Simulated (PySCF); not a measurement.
Computed shifts of a molecule C₄H₈S₂, PySCF with PBE0/pcSseg-1, GIAO, gas phase, equivalent atoms averaged, in ppm (number of nuclei): ¹³C: 47.1 (1), 39.5 (2), 32.6 (1). ¹H: 4.52 (1), 3.66 (1), 3.17 (2), 2.93 (2), 2.32 (1), 2.23 (1). References: ¹³C against TMS (σ = 186.3 ppm); ³³S against H2S (σ = 716.7 ppm); ¹H against TMS (σ = 31.56 ppm), references at their B3LYP-D3(BJ)/def2-TZVP geometries, non-relativistic. The structure is a stationary point at PBE-D3(BJ)/def2-SVP. One conformer was computed; it need not be the lowest.

Q: Identify the compound among the candidates.
A) C1CSCSC1
B) CC1(C)SCS1
C) CCC1SCS1
D) SC[C@H]1C[C@H]1S

A: A, C1CSCSC1
